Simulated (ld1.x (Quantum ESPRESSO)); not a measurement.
Plane-wave convergence, ultrasoft potential for Tl (Z = 81)

thallium (Tl), ultrasoft, made with ld1.x (Quantum ESPRESSO) 7.5 (PBE, scalar-relativistic). Core [Xe] 4f14 5d10, reference 6s1.5 6p1.5. Waves: 6s (bound): rcut 1.90, rcutus 2.20 bohr; 6s channel at 2 Ry: rcut 1.90, rcutus 2.20 bohr; 6p (bound): rcut 1.75, rcutus 2.35 bohr; 6p channel at 3.2 Ry: rcut 1.75, rcutus 2.35 bohr. Local part: all-electron potential smoothed inside 2.05 bohr (lloc = -1). Core correction: Bessel-smoothed model core, default radius (core density twice the valence density). Augmentation charge: built from norm-conserving waves at rcut, not smoothed further.

The pseudo-atom Hamiltonian at the reference potential is diagonalised in spherical Bessel functions j_l(qr) that vanish at 20 bohr, with q² up to the cutoff. All-electron valence levels (Ry): 6s -0.7493, 6p -0.2048.

Q: How do the lowest levels (Ry) of each channel move with the cutoff, and are there ghosts?

A:

| cutoff (Ry) | s #1 | p #1 | p #2 | d #1 | d #2 | f #1 | Σ f·Δε (mRy) |
| --- | --- | --- | --- | --- | --- | --- | --- |
| 8 | -0.7490 | -0.2045 | 0.0209 | -0.0087 | 0.0661 | 0.0975 | 1.7 |
| 10 | -0.7494 | -0.2049 | 0.0209 | -0.0295 | 0.0604 | 0.0975 | 0.6 |
| 12 | -0.7494 | -0.2049 | 0.0208 | -0.0484 | 0.0572 | 0.0975 | 0.5 |
| 15 | -0.7495 | -0.2049 | 0.0208 | -0.0627 | 0.0554 | 0.0975 | 0.4 |
| 400 | -0.7496 | -0.2050 | 0.0208 | -0.0825 | 0.0535 | 0.0975 | 0.0 |

Result: ghost state, extra bound levels that the all-electron valence spectrum of the same l lacks: d at -1.12 eV (a true bound ghost makes a file unfit for plane-wave use); 10 mRy is reached at 6 Ry and 1 mRy at 10 Ry.
